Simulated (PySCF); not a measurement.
C₂H₄Cl₂Sn, SMILES [Cl][SnH]([Cl])[CH]=C. Geometry: PBE-D3(BJ)/def2-SVP. The structure was generated by enumeration; whether it is a known compound was not checked. The def2 effective core potentials stand for the cores of Sn; spin–orbit coupling is left out. One conformer was computed; it need not be the lowest.

Computed equilibrium geometry at PBE-D3(BJ)/def2-SVP (PySCF confirms it by a frequency run) as bond lengths and angles (one conformer of several):
Atoms: Sn1 Cl2 Cl3 C4 C5 H6 H7 H8 H9. Bonded distances (Å): Sn1–Cl2 2.375, Sn1–Cl3 2.372, Sn1–C4 2.140, Sn1–H6 1.724, C4–C5 1.343, C4–H7 1.104, C5–H8 1.105, C5–H9 1.104. Angles (°): Cl2–Sn1–Cl3 107.4, Cl2–Sn1–C4 104.8, Cl2–Sn1–H6 107.6, Cl3–Sn1–C4 108.9, Cl3–Sn1–H6 106.4, C4–Sn1–H6 121.1, Sn1–C4–C5 120.3, Sn1–C4–H7 117.9, C5–C4–H7 121.8, C4–C5–H8 121.3, C4–C5–H9 121.9, H8–C5–H9 116.9.
